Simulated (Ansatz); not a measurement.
Two isomers of C8H18O: A = `CCCCOCCCC`, B = `CCCCCCCCO`.

Gas-phase electronic energies from Ansatz, PBE0-D4/def2-TZVP geometries. CCSD(T)/CBS adds triple-zeta CCSD(T) − MP2 to the extrapolated MP2 energy (def2 sets, frozen cores). DFT in def2-TZVPP. B3LYP here is the variant with VWN-RPA as its local correlation; programs differ in this. One conformer a species, not always the lowest.

(1) Which is lower in electronic energy at CCSD(T)/CBS, and by how much? (Estimate.)

(2) Give E(B) − E(A) in kJ/mol with CCSD(T)/def2-SVP, BLYP-D4, B3LYP, PBE-D4, HF/def2-TZVPP, CCSD(T)/def2-TZVPP, MP2/def2-TZVPP. (Best estimate.)

Largest T1 diagnostic: 0.009.

## Answers

(1) Ansatz gave: B, by 33.6 kJ/mol.

(2) The calculation gave: CCSD(T)/def2-SVP -27.0, BLYP-D4 -23.9, B3LYP -22.0, PBE-D4 -29.0, HF/def2-TZVPP -19.5, CCSD(T)/def2-TZVPP -31.5, MP2/def2-TZVPP -36.4. None reverses the order clearly.

Leaving LDA and LC-ωPBE aside and taking each functional with its dispersion term where it has one, the values, not all of them listed here, spread over 8.9 kJ/mol, from PBE-QIDH to BLYP-D4. LDA lies −3.3 kJ/mol from PBE without D4. In def2-TZVPP, CCSD(T) changes the Hartree–Fock value by −12.0 kJ/mol (the triples alone add −0.4 kJ/mol) and MP2 by −16.9 kJ/mol.
